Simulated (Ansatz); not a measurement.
Consider the formal exchange of groups at the Al–Cl bond: `[F][Al]([SH])[Cl]` + `C=C(S)I` → `[F][Al]([SH])[SH]` + `C=C(Cl)I`.

Isolated molecules relaxed with PBE0-D4/def2-TZVP in Ansatz; ΔE leaves out vibrations. CBS: MP2 limit from def2 TZ/QZ plus the TZ coupled-cluster correction, frozen cores. DFT in def2-TZVPP. HSE06 is defined as in plane-wave codes. def2 core potentials past Kr. For I outer-core shells are correlated without core-valence functions, which leaves a few kJ/mol of doubt a bond. Each species was taken in one conformer, which may not be the lowest.

```tsv
level	ΔE (kJ/mol)	difference from CCSD(T)/CBS
LDA (SPW92)	63.0	-8.0
r2SCAN0-D4	71.1	0.1
HSE06-D4	66.9	-4.1
ωB97M-V	69.0	-2.0
r2SCANh	69.9	-1.1
CAM-B3LYP	68.9	-2.1
HF/def2-SVP	77.9	6.9
MP2/def2-TZVPP	73.4	2.4
SCS-MP2/def2-TZVPP	72.1	1.1
HF/def2-QZVPP	76.6	5.6
CCSD(T)/CBS	71.0	0
```

Largest T1 diagnostic among the species: 0.012.

Leaving LDA and LC-ωPBE aside and taking each functional with its dispersion term where it has one, the values, not all of them listed here, spread over 10.2 kJ/mol, from PBE-D4 to BHLYP-D4. From BLYP to BHLYP (50 % exact exchange), in def2-TZVPP and without D4, ΔE moves by +7.2 kJ/mol.
